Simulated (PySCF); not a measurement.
PySCF job for C₂H₈FNSi₂, SMILES [C@H]1([Si@@H](N)[SiH2]C1)F, PBE-D3(BJ)/def2-SVP. Geometry: PBE-D3(BJ)/def2-SVP. The structure was generated by enumeration; whether it is a known compound was not checked. One conformer was computed; it need not be the lowest.

```python
import numpy as np
from pyscf import gto, scf, dft, df
from pyscf.hessian import thermo

mol = gto.M(
    atom='''
    N     2.49726618    0.42980867   -0.35606771
    Si    0.94164473    0.04874698    0.31175541
    Si   -0.91558333    1.48144479    0.46281228
    C    -1.68146479   -0.25866834    0.12475289
    C    -0.49070258   -0.88880028   -0.62413110
    F    -0.49063906   -2.28382924   -0.61645529
    H     3.27582363   -0.22370024   -0.24713848
    H     2.58105638    0.96909168   -1.21969461
    H     1.18463281   -0.67797227    1.60800199
    H    -1.11474683    2.42209379   -0.69746071
    H    -1.36451171    2.15683336    1.72872138
    H    -1.79210672   -0.75755113    1.11314858
    H    -2.65444287   -0.32706634   -0.40247897
    H    -0.51267209   -0.55379914   -1.69020575
    ''',
    basis='def2-SVP',
    charge=0,
    spin=0,
    max_memory=1600,
    verbose=3,
)
mf = dft.RKS(mol, xc='pbe').density_fit(auxbasis='def2-universal-jkfit')
mf.disp = 'd3bj'
mf.grids.level = 3
mf.conv_tol = 1e-11
mf.max_cycle = 100
mf.kernel()

# [left out here: the lines that compute and print the analytic Hessian (its translational invariance restored by hand, since the grid's response is missing), thermochemistry and intensities]
```

Log of the run:

```
converged SCF energy = -813.683917589394

WARN: DFTD3 does not support analytical Hessian, using finite difference


WARN: Mole.unit (angstrom) is changed to Bohr

Mode                                 0                   1                   2
Irrep
Freq [cm^-1]                      106.5218            142.2694            166.7058
Reduced mass [au]                   2.6937              2.9632              3.8586
Force const [Dyne/A]                0.0180              0.0353              0.0632
Char temp [K]                     153.2611            204.6940            239.8526
Normal mode                   x     y     z       x     y     z       x     y     z
       0   N                 0.04 -0.10  0.03    0.01 -0.11 -0.06    0.07  0.05  0.11
       1  Si                -0.01  0.04 -0.02   -0.01  0.03 -0.02   -0.02  0.00 -0.11
       2  Si                -0.04  0.02 -0.02   -0.04  0.01  0.06    0.01 -0.00  0.02
       3   C                 0.02 -0.04  0.13   -0.02  0.03 -0.10    0.02 -0.00  0.00
       4   C                -0.02  0.02  0.01    0.02  0.02 -0.03   -0.04 -0.02 -0.07
       5   F                 0.04  0.03 -0.07    0.07  0.01  0.06   -0.03 -0.02  0.07
       6   H                 0.02 -0.09  0.23    0.02 -0.05  0.17    0.03 -0.00  0.11
       7   H                 0.15 -0.23 -0.03    0.08 -0.25 -0.13    0.18  0.13  0.17
       8   H                -0.09  0.10  0.03   -0.01  0.05 -0.01   -0.13 -0.07 -0.12
       9   H                -0.16 -0.08 -0.08   -0.08  0.14  0.18   -0.09  0.05  0.08
      10   H                 0.01  0.08 -0.04   -0.04 -0.15  0.14    0.09 -0.07  0.09
      11   H                 0.15 -0.02  0.15   -0.11 -0.02 -0.13    0.07 -0.03 -0.00
      12   H                -0.03 -0.10  0.22    0.02  0.07 -0.17   -0.02  0.01  0.06
      13   H                -0.10  0.08  0.03    0.06 -0.05 -0.05   -0.13 -0.11 -0.09
Mode                                 3                   4                   5
Irrep
[...]
      11   H                 0.04  0.01 -0.01    0.01 -0.02  0.00   -0.13  0.40  0.12
      12   H                -0.01  0.01  0.02   -0.00  0.09  0.03    0.22 -0.21 -0.23
      13   H                 0.08  0.01  0.02    0.07  0.00  0.01   -0.50 -0.02  0.04
Mode                                21                  22                  23
Irrep
Freq [cm^-1]                     1004.0340           1033.6214           1093.5689
Reduced mass [au]                   2.0402              3.0055              1.9534
Force const [Dyne/A]                1.2118              1.8919              1.3763
Char temp [K]                    1444.5814           1487.1511           1573.4021
Normal mode                   x     y     z       x     y     z       x     y     z
       0   N                 0.02 -0.00 -0.00   -0.01 -0.00 -0.00   -0.01 -0.00 -0.00
       1  Si                -0.02 -0.00  0.01    0.01  0.00  0.00    0.01  0.01  0.00
       2  Si                 0.01 -0.01  0.00    0.00  0.01  0.01   -0.00 -0.00 -0.00
       3   C                -0.07  0.08  0.08   -0.07 -0.04  0.03    0.00  0.11  0.02
       4   C                 0.12  0.06 -0.08    0.10 -0.15 -0.07   -0.04 -0.14  0.03
       5   F                -0.01 -0.05  0.00   -0.01  0.09  0.00    0.01  0.07 -0.02
       6   H                 0.03  0.01 -0.03   -0.02 -0.01  0.01   -0.02 -0.01  0.01
       7   H                 0.00  0.01  0.00    0.00 -0.00  0.00   -0.00  0.00  0.00
       8   H                 0.13  0.07  0.01   -0.02 -0.01  0.01   -0.03 -0.04 -0.00
       9   H                -0.08 -0.02  0.00   -0.04 -0.06 -0.04    0.02  0.02  0.01
      10   H                -0.06 -0.01 -0.02   -0.03 -0.02  0.01   -0.01 -0.02 -0.00
      11   H                -0.17  0.05  0.05   -0.18  0.34  0.20    0.09 -0.44 -0.24
      12   H                 0.13 -0.45 -0.23   -0.14  0.15  0.11    0.08 -0.35 -0.06
      13   H                -0.30 -0.02 -0.09    0.05 -0.14 -0.07   -0.02 -0.27 -0.01
Mode                                24                  25                  26
Irrep
Freq [cm^-1]                     1188.9290           1298.6445           1376.2814
Reduced mass [au]                   1.3454              1.1747              1.1072
Force const [Dyne/A]                1.1205              1.1672              1.2357
Char temp [K]                    1710.6041           1868.4604           1980.1625
Normal mode                   x     y     z       x     y     z       x     y     z
       0   N                 0.01  0.00 -0.00   -0.00 -0.00  0.00   -0.00 -0.00 -0.00
       1  Si                -0.01 -0.01  0.00    0.00  0.00  0.00    0.00  0.00  0.00
       2  Si                 0.00  0.00 -0.00    0.00  0.00  0.00   -0.00  0.00  0.00
       3   C                -0.03 -0.01 -0.07    0.00  0.03 -0.02   -0.07 -0.01  0.03
       4   C                 0.10  0.01  0.08    0.01 -0.09 -0.04   -0.00 -0.04 -0.01
       5   F                -0.01  0.01 -0.01    0.00 -0.01  0.03    0.00  0.00  0.00
       6   H                 0.01  0.00 -0.00   -0.00 -0.00  0.00   -0.01 -0.01  0.00
       7   H                 0.02  0.01 -0.00   -0.00 -0.00  0.00   -0.00  0.00  0.00
       8   H                 0.03  0.04  0.01   -0.02 -0.02 -0.01   -0.01 -0.01  0.01
       9   H                -0.01  0.01  0.00   -0.00 -0.00 -0.01   -0.00 -0.00  0.00
      10   H                -0.02 -0.01 -0.00   -0.01 -0.00 -0.01   -0.00 -0.00  0.00
      11   H                 0.24 -0.18 -0.12   -0.03 -0.12 -0.10    0.67  0.06  0.13
      12   H                -0.20  0.25  0.22   -0.08 -0.07  0.13    0.24  0.23 -0.54
      13   H                -0.66 -0.16  0.04   -0.16  0.84  0.23   -0.02  0.12  0.04
Mode                                27                  28                  29
Irrep
Freq [cm^-1]                     1484.8659           2146.8219           2153.7000
Reduced mass [au]                   1.1164              1.0342              1.0409
Force const [Dyne/A]                1.4503              2.8084              2.8446
Char temp [K]                    2136.3914           3088.7987           3098.6948
Normal mode                   x     y     z       x     y     z       x     y     z
       0   N                 0.07  0.00 -0.05    0.00  0.00 -0.00   -0.00  0.00  0.00
       1  Si                -0.01 -0.00 -0.00   -0.00  0.00 -0.00   -0.01  0.02 -0.03
       2  Si                 0.00  0.00 -0.00    0.01 -0.03  0.02   -0.00  0.00  0.01
       3   C                 0.00 -0.00  0.00    0.00  0.00  0.00   -0.00 -0.00 -0.00
       4   C                 0.00  0.00  0.00    0.00  0.00  0.00    0.00  0.00 -0.00
       5   F                -0.00 -0.00  0.00   -0.00 -0.00 -0.00    0.00 -0.00  0.00
       6   H                -0.27 -0.27  0.54    0.00 -0.00 -0.00    0.00  0.00 -0.00
       7   H                -0.60  0.28  0.09    0.00 -0.00 -0.00    0.01 -0.00 -0.01
       8   H                 0.01  0.00  0.01    0.01 -0.04  0.07    0.15 -0.46  0.82
       9   H                 0.00  0.00 -0.00   -0.12  0.57 -0.72   -0.00 -0.01  0.01
      10   H                 0.00 -0.00  0.00   -0.09  0.13  0.28    0.06 -0.10 -0.18
      11   H                -0.01 -0.00 -0.00   -0.00 -0.00  0.00   -0.00  0.00 -0.00
      12   H                -0.00  0.00  0.01    0.00 -0.00  0.00   -0.00 -0.00  0.01
      13   H                -0.00 -0.00 -0.00   -0.00 -0.00  0.00   -0.01 -0.00 -0.01
Mode                                30                  31                  32
Irrep
Freq [cm^-1]                     2169.3518           2923.1136           2980.2570
Reduced mass [au]                   1.0488              1.0836              1.0607
Force const [Dyne/A]                2.9081              5.4551              5.5505
Char temp [K]                    3121.2143           4205.7096           4287.9263
Normal mode                   x     y     z       x     y     z       x     y     z
       0   N                 0.00  0.00  0.00    0.00  0.00 -0.00   -0.00  0.00 -0.00
       1  Si                -0.00  0.00 -0.01   -0.00 -0.00  0.00    0.00  0.00  0.00
       2  Si                 0.01 -0.01 -0.04   -0.00 -0.00  0.00    0.00  0.00  0.00
       3   C                 0.00  0.00  0.00    0.00  0.00 -0.01   -0.04 -0.03  0.04
       4   C                 0.00  0.00  0.00    0.00 -0.02  0.08    0.00 -0.00  0.00
       5   F                -0.00 -0.00 -0.00    0.00 -0.00 -0.00    0.00  0.00 -0.00
       6   H                 0.00 -0.00 -0.00    0.00 -0.00 -0.00   -0.00 -0.00 -0.00
       7   H                -0.00 -0.00 -0.00    0.00  0.00 -0.00    0.00  0.00  0.00
       8   H                 0.03 -0.10  0.17   -0.00  0.00 -0.00    0.00  0.00 -0.00
       9   H                 0.05 -0.20  0.24    0.00  0.00 -0.00    0.00  0.00 -0.00
      10   H                -0.27  0.40  0.76   -0.00  0.00  0.00   -0.00 -0.00 -0.00
      11   H                -0.00  0.00 -0.00   -0.00 -0.03  0.06    0.07  0.37 -0.74
      12   H                 0.00 -0.00  0.00    0.02  0.00  0.01    0.42  0.02  0.25
      13   H                -0.00  0.00  0.00   -0.02  0.27 -0.92   -0.00  0.01 -0.04
Mode                                33                  34                  35
Irrep
Freq [cm^-1]                     3051.7445           3498.9779           3599.1695
Reduced mass [au]                   1.1036              1.0493              1.0967
Force const [Dyne/A]                6.0555              7.5689              8.3704
Char temp [K]                    4390.7809           5034.2502           5178.4035
Normal mode                   x     y     z       x     y     z       x     y     z
       0   N                 0.00 -0.00  0.00    0.04 -0.01 -0.03   -0.03  0.06 -0.05
       1  Si                 0.00  0.00  0.00   -0.00 -0.00 -0.00   -0.00  0.00 -0.00
       2  Si                 0.00  0.00 -0.00   -0.00  0.00 -0.00    0.00 -0.00  0.00
       3   C                -0.06  0.01 -0.07    0.00 -0.00 -0.00   -0.00  0.00 -0.00
       4   C                -0.00  0.00 -0.00   -0.00  0.00  0.00    0.00  0.00  0.00
       5   F                 0.00  0.00  0.00   -0.00 -0.00 -0.00    0.00  0.00 -0.00
       6   H                -0.00  0.00 -0.00   -0.55  0.46 -0.10    0.49 -0.40  0.06
       7   H                -0.00 -0.00  0.00   -0.04 -0.36  0.55   -0.06 -0.37  0.59
       8   H                -0.00 -0.00  0.00    0.00 -0.00  0.00    0.00 -0.00  0.00
       9   H                 0.00 -0.00  0.00   -0.00  0.00 -0.00    0.00  0.00 -0.00
      10   H                 0.00 -0.00  0.00   -0.00  0.00  0.00   -0.00  0.00 -0.00
      11   H                -0.06 -0.22  0.41   -0.00 -0.00  0.00   -0.00 -0.00  0.00
      12   H                 0.72  0.05  0.40   -0.00  0.00 -0.00    0.00 -0.00  0.00
      13   H                 0.00 -0.01  0.05    0.00  0.00 -0.00   -0.00  0.00 -0.00
temperature 298.1500 [K]
pressure 101325.00 [Pa]
Rotational constants [GHz] 2.31125 2.19275 1.22417
Symmetry number 1
Zero-point energy (ZPE) 0.09571 [Eh]   251278.061 [J/mol]
                           tot       elec      trans        rot        vib
Entropy [J/mol/K]       374.682      0.000    168.584    118.574     87.523
Cv [J/mol/K]            137.280      0.000     12.472     12.472    112.336
Cp [J/mol/K]            145.594      0.000     20.786     12.472    112.336
Internal energy [J/mol]                      3718.434   3718.434 266877.461
Internal energy [Eh]   -813.57944  -813.68392
Enthalpy [J/mol]                             6197.391   3718.434 266877.461
Enthalpy [Eh]          -813.57849
Gibbs free energy [J/mol]                  -44066.033 -31634.510 240782.397
Gibbs free energy [Eh] -813.62104
mode   freq/cm-1   IR/(km/mol)
   1      106.52         2.054
   2      142.27         0.576
   3      166.71         3.238
   4      228.59        22.661
   5      272.08        63.581
   6      314.29        36.153
   7      338.01        85.710
   8      378.93         7.077
   9      416.57        14.427
  10      447.04        22.083
  11      518.98         8.587
  12      603.43        12.915
  13      618.59        48.824
  14      664.78        10.726
  15      682.17        33.515
  16      720.59        22.254
  17      809.86        60.786
  18      847.68        32.870
  19      874.58       176.179
  20      904.23        77.152
  21      951.45        16.663
  22     1004.03         0.396
  23     1033.62        48.078
  24     1093.57        56.345
  25     1188.93         1.700
  26     1298.64         7.760
  27     1376.28         5.340
  28     1484.87        35.405
  29     2146.82        76.681
  30     2153.70        80.832
  31     2169.35       110.720
  32     2923.11        26.369
  33     2980.26         6.188
  34     3051.74         6.770
  35     3498.98        33.842
  36     3599.17        30.141
max |gradient| / (hartree/bohr): 3.486143591283387e-05
APT charges: [-0.7878  1.0335  0.625  -0.2918  0.3163 -0.5302  0.1695  0.1834 -0.2306
 -0.2258 -0.2177  0.0099 -0.0052 -0.0484]
```

The calculation finished and met its thresholds.

Cost: very roughly 3 core-minutes.
